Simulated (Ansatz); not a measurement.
Frontier orbitals of Cl3FMoS (`[F][Mo](=[S])([Cl])([Cl])[Cl]`).

The species carries charge 0 and has multiplicity 1. Correlated methods include outer-core shells of Mo, which these sets cover unevenly. Mo takes the def2 core potential. Geometry: relaxed with PBE0-D4/def2-TZVP. Basis def2-TZVPP, Ansatz.

Orbital energies of one run (eV). Highest occupied ones, from the top: -8.67, -8.84, -8.85, -9.46, -9.60, -9.87, -10.40, -10.69, -10.90, -11.30, -11.64, -12.16, -13.01, -13.11. Empty: -5.14, -4.42, -4.22, -3.08, -1.80, 0.16.

(1) Which functional gave them?
A. ωB97M-V
B. B3LYP
C. r2SCAN0
D. B97M-V

Answers

(1) B. HOMO energies: B3LYP -8.67, ωB97M-V -11.02, B97M-V -8.08, r2SCAN0 -9.17 eV.

B3LYP here is the variant with VWN-RPA as its local correlation; programs differ in this.
